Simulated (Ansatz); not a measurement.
Species: C5H5, SMILES `C1=C[CH+]C=C1` with one electron added (charge 0, multiplicity 2), formula C5H5.

Q: How many basis functions does frozen-core CCSD(T)/cc-pVTZ // PBE0-D3(BJ)/def2-SVP (Ansatz, a quantum-chemistry and plane-wave program) use, how many core orbitals are frozen, and how many electrons are correlated?

A: 220 basis functions and 5 frozen orbitals, which leaves 25 correlated electrons. Core time is of the order of minutes.
